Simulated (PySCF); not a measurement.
Electronic structure of Nb(OH)4

The complex Nb(OH)4 (charge 0) contains Nb(IV), shell d1. The structure is a PBE0-D3(BJ)/def2-TZVP geometry optimised for multiplicity 2; coordination tetrahedral, point group C2, metal–donor distances 1.91 Å.

The d shell alone is too small an active space for Nb(OH)4 (an active orbital has only 0.59 squared overlap with the free ion's shell): its levels, fitted parameters, g values and moments show what this model gives and aren't sound predictions.

```
9

Nb    0.0000    0.0000    0.0000
O     1.1946    0.9579    1.1391
H     1.1913    1.8799    1.3991
O    -1.1946   -0.9579    1.1391
H    -1.1913   -1.8799    1.3991
O    -1.1587    0.9210   -1.2167
H    -1.7024    0.4520   -1.8594
O     1.1587   -0.9210   -1.2167
H     1.7024   -0.4520   -1.8594
```

Method (PySCF 2.14, density fitting): CASSCF(1,5) with orbitals averaged over all microstates of the shell, strongly contracted NEVPT2 on the averaged canonical orbitals; basis x2c-TZVPall on the metal, x2c-SVPall elsewhere; spin-free X2C; gas phase; spin-orbit coupling by state interaction with the mean-field operator over all roots.

Spin-free states:

```
2S+1  deg.  symmetry  cubic parent  free-ion term  CASSCF / cm⁻¹  NEVPT2 / cm⁻¹    f(ED)
   2     1        2A       2E 0.95        2D 1.00              0              0        –
   2     1        2A       2E 0.96        2D 1.00          10829          12403  3.9e-05
   2     1        2B      2T2 1.00        2D 1.00          17062          17693  3.2e-04
   2     1        2A      2T2 0.91        2D 1.00          17548          18361  8.5e-05
   2     1        2B      2T2 1.00        2D 1.00          25324          24953  1.4e-02
```

Energies are counted from the ground state at NEVPT2 level. Weights follow the labels. f(ED) is the electric-dipole oscillator strength from the ground state at the fixed geometry, without vibronic coupling; occupations, where given, run over the ligand-field orbitals from the lowest.

## Ligand-field fit

```
cm⁻¹  CASSCF  NEVPT2
10Dq   14564   14134
```

| orbital | CASSCF / cm⁻¹ | NEVPT2 / cm⁻¹ | metal share | main function |
| --- | --- | --- | --- | --- |
| 1 | 0 | 0 | 0.88 | x2-y2 0.75 |
| 2 | 10829 | 12403 | 0.86 | z2 0.71 |
| 3 | 17062 | 17693 | 0.75 | yz 1.00 |
| 4 | 17548 | 18361 | 0.75 | xy 0.91 |
| 5 | 25324 | 24953 | 0.68 | xz 1.00 |

ζ = 462 cm⁻¹, against 721 for the free ion.

Spin-orbit levels:

| E / cm⁻¹ | deg. | make-up | g (S′ = 1/2) |
| --- | --- | --- | --- |
| 0.0 | 2 | 1.00 2A | 1.86 1.88 2.00 |
| 12383.5 | 2 | 0.99 2A | 1.77 1.86 1.91 |
| 17701.9 | 2 | 0.94 2B + 0.05 2A | 1.56 1.75 2.00 |
| 18441.8 | 2 | 0.94 2A + 0.05 2B | 1.76 2.00 2.44 |
| 25002.4 | 2 | 1.00 2B | 2.01 2.01 2.23 |

Magnetism:

The ground doublet has g = 1.857, 1.880, 1.998. μeff is 1.68 μB at 300 K and 1.66 μB at 10 K; the spin-only value is 1.73 μB.

| T / K | χT / cm³ K mol⁻¹ | μeff / μB |
| --- | --- | --- |
| 2 | 0.343 | 1.66 |
| 5 | 0.343 | 1.66 |
| 10 | 0.343 | 1.66 |
| 20 | 0.344 | 1.66 |
| 30 | 0.344 | 1.66 |
| 50 | 0.345 | 1.66 |
| 75 | 0.345 | 1.66 |
| 100 | 0.346 | 1.66 |
| 150 | 0.348 | 1.67 |
| 200 | 0.349 | 1.67 |
| 250 | 0.351 | 1.68 |
| 300 | 0.352 | 1.68 |

Powder magnetisation at 2 K: 0.15 μB at 0.5 T, 0.30 μB at 1 T, 0.54 μB at 2 T, 0.71 μB at 3 T, 0.88 μB at 5 T, 0.94 μB at 7 T.

Charge-transfer states lie outside this active space and may come lower than some of these levels. NEVPT2 lifts 2A (from 2E) from 10829 to 12403 cm⁻¹; on the d shell alone such lifts tend to overshoot. NEVPT2 on the d shell alone tends to put d–d bands too high for such charged or covalently bound ions.

The job took 8.3 s on one thread of Arm Neoverse V2 (shared host), with 139 basis functions, launched as `OMP_NUM_THREADS=1 python lf_run.py task.json out`.
